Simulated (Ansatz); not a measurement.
Harmonic frequencies (cm⁻¹) at PBE0-D4/def2-TZVP from Ansatz: 103, 242, 323, 433, 483, 587, 673, 2109, 2301.

Question: Which molecule is it?
A. `[F][Ge]([F])[Br]`•
B. `[O]CF`•
C. `N#[C][GeH][Cl]`•
D. `[SiH3][Te]`•

Answer: C.
